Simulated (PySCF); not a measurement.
## Steps of a relaxation of [Ce(NH2)2]+

[Ce(NH2)2]+ (singlet in the valence; each metal's 4f electrons, 1 of them, lie in its core potential, out of spins and levels). PySCF 2.14.0, RKS PBE0, Ce lcecp-1-SVP with ECP47, N def2-SVP, H def2-SVP; non-relativistic Hamiltonian with scalar-relativistic core potentials where named; density fitting; no spin-orbit coupling. Origin of the start: displaced along the imaginary mode. Columns: position (Å) and force (eV/Å). Energies are counted from the last step; some of the 17 steps are shown. Forces carry noise of the integration grid, about 0.01 to 0.03 eV/Å.

Run from Python with OMP_NUM_THREADS=2. Where DIIS fails, smearing, a level shift and second-order steps follow.
It took 66 s on 2 threads of Arm Neoverse N1 (shared host), from the converged density of the start.

```xyz
7
step 0  E = 0.549 eV
Ce    0.0000    0.0037   -0.2503     0.00    0.25    0.01
N     1.7731   -0.0209    1.0326     0.62   -0.05    0.92
H     2.0152   -0.7947    1.7069    -0.20    1.07   -0.63
H     2.3296    0.8283    1.3196    -0.48   -1.15   -0.30
N    -1.7731   -0.0209    1.0326    -0.62   -0.05    0.92
H    -2.3296    0.8283    1.3196     0.48   -1.15   -0.30
H    -2.0152   -0.7947    1.7069     0.20    1.07   -0.63
```

```xyz
7
step 5  E = 0.157 eV
Ce    0.0000    0.4557   -0.1624     0.00    0.12    0.13
N     1.6996   -0.0202    1.0954     1.15    1.18   -0.80
H     1.7854   -0.6727    1.8507    -0.04   -0.64    0.81
H     2.6275    0.4795    1.0689    -0.99   -0.60   -0.08
N    -1.6996   -0.0202    1.0954    -1.15    1.18   -0.80
H    -2.6275    0.4795    1.0689     0.99   -0.60   -0.08
H    -1.7854   -0.6727    1.8507     0.04   -0.64    0.81
```

```xyz
7
step 11  E = 0.004 eV
Ce    0.0000    0.7505    0.0089     0.00   -0.05   -0.02
N     1.7347    0.0078    1.0824    -0.06    0.12    0.01
H     1.6884   -0.5564    1.9350     0.01   -0.04    0.00
H     2.7265    0.1878    0.9120     0.05   -0.05    0.00
N    -1.7347    0.0078    1.0824     0.06    0.12    0.01
H    -2.7265    0.1878    0.9120    -0.05   -0.05    0.00
H    -1.6884   -0.5564    1.9350    -0.01   -0.04    0.00
```

Question: Where does the relaxation end?

Answer: It converges at step 16 in C2v:
```xyz
7
step 16  E = 0
Ce    0.0000    0.7643    0.0152
N     1.7361    0.0280    1.0907
H     1.6829   -0.5525    1.9334
H     2.7334    0.1568    0.9021
N    -1.7361    0.0280    1.0907
H    -2.7334    0.1568    0.9021
H    -1.6829   -0.5525    1.9334
```

Question: How did the contacts change?

Answer: 
```csv
contact,start (Å),end (Å)
Ce1–N2 (NH2),2.189,2.171
Ce1–N5 (NH2),2.189,2.171
```


An lcecp potential fixes the number of 4f electrons, so in runs with it no electron can move into or out of that shell.
